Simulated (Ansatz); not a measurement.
Basis sets compared for Nd(NH2)3 (NdN₃H₆). Total charge 0; quartet. Geometry PBE-D4/def2-SVP. Ansatz on 4 threads of Arm Neoverse V2 on a shared host; times are rough, and most runs start from earlier orbitals.

```xyz
10

Nd    0.1809   -0.3165   -0.0735
N     1.8218    0.7419    1.0134
H     2.0968    0.6890    2.0058
H     2.3854    1.5145    0.6256
N    -0.2470    0.2917   -2.1810
H    -1.1642    0.2242   -2.6489
H     0.3491    0.8080   -2.8456
N    -1.4824   -1.1995    1.1301
H    -1.5693   -1.1348    2.1565
H    -2.3711   -1.6185    0.8176
```

In the def2 sets Nd takes a core potential; there is no spin–orbit coupling. With an open 4f shell the SCF may have ended on a state above the lowest.

```
           level  functions  energy (Eh)  HOMO (eV)  LUMO (eV)  wall time
 PBE-D4/def2-SVP        150    -728.9497      -4.10      -2.82       12 s
PBE0-D4/def2-SVP        150    -728.9201      -5.75      -1.09       25 s
```

(1) Estimate the rows for PBE-D4/def2-TZVP (with forces), PBE0-D4/def2-TZVP.

## Answers

(1) 
```
                         level  functions  energy (Eh)  HOMO (eV)  LUMO (eV)  wall time
PBE-D4/def2-TZVP (with forces)        222    -729.1910      -4.40      -3.07       36 s
             PBE0-D4/def2-TZVP        222    -729.1563      -6.08      -1.19       43 s
```
